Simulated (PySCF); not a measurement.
CH6O2Si2, SMILES O=C([SiH3])[SiH2]O. Atoms are numbered in the order given.

```xyz
11

O     -1.5642    -0.0879     0.0000
C     -0.3676    -0.3507     0.0000
Si     0.2430    -2.1945     0.0000
Si     0.7740     1.2340     0.0000
O     -0.3530     2.4530     0.0000
H      1.0925    -2.3936     1.2110
H     -0.9143    -3.1282     0.0000
H      1.0925    -2.3936    -1.2110
H      1.6390     1.2436     1.2130
H      1.6390     1.2436    -1.2130
H     -1.2437     2.0571     0.0000
```
Charge 0, spin multiplicity 1.

The structure is a stationary point at B3LYP-D3(BJ)/def2-SVP. The geometry has at least one imaginary mode, so it is a saddle point at that level. This is a generated structure with no PubChem entry under its InChIKey; it may be hypothetical. The values are those of a single conformer.

Computed with PySCF with TDDFT-LC-ωPBE/def2-SVPD.

Vertical excitations. Isolated molecule, no solvent. State labels are in the subgroup Cs.

Task: Estimate the UV-visible absorptions. (An estimate is asked for; the answer gives what the named calculation found.)

Result: 
| state | symmetry | energy (eV) | λ (nm) | f | main pairs |
|---|---|---|---|---|---|
| S1 | A" | 2.62 | 472 | 0.000 | HOMO→LUMO 97 % |
| S2 | A' | 5.95 | 208 | 0.000 | HOMO→LUMO+1 89 % |
| S3 | A' | 6.79 | 183 | 0.075 | HOMO→LUMO+2 56 %, HOMO→LUMO+3 33 % |
| S4 | A' | 7.13 | 174 | 0.045 | HOMO−1→LUMO 95 % |
| S5 | A" | 7.40 | 168 | 0.001 | HOMO−2→LUMO 64 % |
| S6 | A" | 7.57 | 164 | 0.001 | HOMO→LUMO+5 88 % |
| S7 | A' | 7.63 | 162 | 0.297 | HOMO→LUMO+3 45 %, HOMO→LUMO+2 36 % |
| S8 | A" | 7.71 | 161 | 0.003 | HOMO−1→LUMO+1 81 % |
| S9 | A' | 8.00 | 155 | 0.039 | HOMO→LUMO+4 35 %, HOMO−3→LUMO 23 %, HOMO→LUMO+7 12 %, HOMO→LUMO+6 10 % |
| T1 | A" | 1.91 | 650 | 0 | HOMO→LUMO 96 % |
| T2 | A' | 5.49 | 226 | 0 | HOMO−7→LUMO 54 %, HOMO−3→LUMO 21 %, HOMO−5→LUMO 19 % |
| T3 | A' | 5.62 | 221 | 0 | HOMO→LUMO+1 87 % |
| T4 | A' | 6.33 | 196 | 0 | HOMO→LUMO+3 53 %, HOMO→LUMO+2 31 % |
Triplets are in the Tamm–Dancoff approximation, which puts them higher than full response would, so one can lie above its singlet here.
